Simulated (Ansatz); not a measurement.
System: CH3Te (charge 0, doublet). It need not be the lowest isomer of its formula. 
Geometry from a B3LYP-D3(BJ)/def2-TZVP (Ansatz, an electronic-structure program) optimisation:
```
C
H 1 1.0858
H 1 1.0858 2 111.46
H 1 1.0897 2 109.58 3 -121.46
Te 1 2.1607 2 109.81 4 -116.62
```
Charge 0, spin multiplicity 2.

Wanted: vertical electron affinity (to the singlet state of charge -1; a negative value means that the extra electron is unbound and the number depends on the basis; each state is the SCF solution reached for its spin), in eV. Valence correlation only, unless marked. UHF or UKS for open shells. Spin-orbit coupling is left out. Frozen are the shells of the preceding noble gas and the d and f shells that filled before the atom's block. In def2 rows, elements after Kr have scalar-relativistic effective core potentials. Anions need diffuse functions: def2-D sets add few. CBS(X,Y): correlation extrapolated as X^-3; Hartree-Fock from the larger set. The bracket is a focal-point correction in the basis named.

```csv
level,program,vertical electron affinity (eV)
HF/def2-SVPD,Ansatz,0.94
HF/def2-TZVPPD,Ansatz,0.90
SVWN5/def2-TZVPD,Ansatz,2.09
PBE/def2-TZVPD,Ansatz,1.85
```

Q: What does RI-MP2/CBS(def2-TZVPPD,def2-QZVPPD)+[CCSD(T)-MP2]/def2-TZVPPD (Ansatz) give?

A: 1.95 eV
